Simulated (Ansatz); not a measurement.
Molecule: C$_{4}$H$_{2}$FS, net charge -1, singlet state. It need not be the lowest isomer of its formula. Whether it binds its extra electron was not tested at this geometry. SMILES: c1c(F)cs[c-]1
Structure (B3LYP-D3(BJ)/def2-TZVP (Ansatz, a quantum-chemistry and plane-wave program) minimum search):
```
C
C 1 1.3619
H 2 1.0790 1 127.70
F 1 1.3792 2 122.22 3 0.00
C 1 1.4200 2 115.96 3 -180.00
H 5 1.0870 1 120.75 2 180.00
C 5 1.3907 6 123.31 1 180.00
S 2 1.7447 3 126.39 1 -180.00
```
Charge -1, spin multiplicity 1.

Parts of the frozen-core correlation energy in cc-pVTZ (Ansatz, hartree). Frozen orbitals: 10; correlated occupied orbitals by spin: 16 and 16; virtual: 186 and 186. Spin-orbit coupling is left out. No relativistic terms.

```tsv
term	value
reference (HF)	-649.63645
MP2 opposite-spin	(withheld)
MP2 same-spin	-0.27864
CCSD correlation	(withheld)
(T)	(withheld)
T1 diagnostic	0.016
largest doubles amplitude	0.071
```

Complete the blanks.


- MP2 opposite-spin, value: -0.78013
- CCSD correlation, value: -1.07366
- (T), value: -0.05655
